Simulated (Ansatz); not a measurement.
The cluster Si2F3⁻. Charge -1, multiplicity 5. Geometry PBE-D4/def2-SVPD; atoms count from 1.

```xyz
5

Si   -0.9597    0.1806   -0.0496
Si    1.3754    0.0644   -0.2902
F    -1.8645   -1.2545   -0.2586
F     3.0681    0.2331   -0.8136
F    -1.6193    0.7764    1.4119
```

At PBE0-D4/def2-TZVPD a singlet of charge -1 lies 2.72 eV below the quintet, each at its own geometry. The structure comes from a short search, and lower isomers may exist.

Q: Estimate the Mulliken populations from the PBE0/def2-TZVPD orbitals of Ansatz.

A: 
```
atom  charge (e)  spin (α − β)
 Si1        0.32          1.42
 Si2       -0.23          2.46
  F3       -0.35          0.04
  F4       -0.38          0.05
  F5       -0.36          0.04
```
Mulliken values depend strongly on the basis. With diffuse functions, as here, like atoms can get unlike values, and bond orders can come out too low or too high.

Q: Where does the spin sit?

A: Summed by element: Si 3.87, F 0.13, of 4 unpaired in all. Largest on single atoms: Si2 2.46, Si1 1.42, F4 0.05.

Q: And the Mayer bond orders between heavy atoms (over 0.3)?

A: Si1–Si2 1.40 (2.35 Å); Si1–F3 0.83 (1.71 Å); Si1–F5 0.83 (1.71 Å); Si2–F4 0.67 (1.78 Å).
